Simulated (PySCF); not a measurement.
SMILES C[Si](CC#C)(C)C (C6H12Si), GFN2-xTB optimised geometry.

```
19

C     -3.51    -1.66    -1.72
C     -2.32    -1.62    -1.68
C     -0.88    -1.56    -1.61
Si    -0.28    -0.68     0.00
C      1.63    -0.68     0.00
C     -0.95     1.11     0.00
C     -0.95    -1.63     1.51
H     -4.56    -1.71    -1.77
H     -0.50    -1.03    -2.49
H     -0.48    -2.58    -1.64
H      2.03    -1.69    -0.01
H      2.03    -0.16    -0.87
H      2.01    -0.18     0.88
H     -0.53     1.69    -0.82
H     -0.70     1.62     0.92
H     -2.03     1.12    -0.10
H     -2.03    -1.71     1.47
H     -0.55    -2.64     1.55
H     -0.68    -1.14     2.44
```

Density from PySCF 2.14.0 with CAM-B3LYP/def2-SVP at that geometry.

Minimum of the electron density along straight lines between bonded atoms, close to the bond critical point (lines longer than 1.1 times the sum of covalent radii, or with two minima, are not listed):

| bond | length / Å | ρ at the minimum / e bohr⁻³ | ∇²ρ there / e bohr⁻⁵ | position (fraction from the first atom) |
|---|---|---|---|---|
| C1–C2 | 1.197 | 0.401 | -1.05 | 0.47 |
| C2–C3 | 1.441 | 0.273 | -0.67 | 0.53 |
| C3–Si4 | 1.927 | 0.106 | 0.30 | 0.62 |
| Si4–C5 | 1.908 | 0.110 | 0.31 | 0.38 |
| Si4–C6 | 1.906 | 0.111 | 0.31 | 0.38 |
| Si4–C7 | 1.906 | 0.111 | 0.31 | 0.38 |
| C1–H8 | 1.049 | 0.293 | -1.22 | 0.66 |
| C3–H9 | 1.092 | 0.271 | -0.97 | 0.63 |
| C3–H10 | 1.092 | 0.271 | -0.97 | 0.63 |
| C5–H11 | 1.086 | 0.272 | -0.98 | 0.63 |
| C5–H12 | 1.086 | 0.272 | -0.98 | 0.63 |
| C5–H13 | 1.085 | 0.272 | -0.98 | 0.63 |
| C6–H14 | 1.086 | 0.272 | -0.98 | 0.63 |
| C6–H15 | 1.086 | 0.272 | -0.98 | 0.63 |
| C6–H16 | 1.086 | 0.273 | -0.99 | 0.63 |
| C7–H17 | 1.086 | 0.273 | -0.99 | 0.63 |
| C7–H18 | 1.086 | 0.272 | -0.98 | 0.63 |
| C7–H19 | 1.086 | 0.272 | -0.98 | 0.63 |
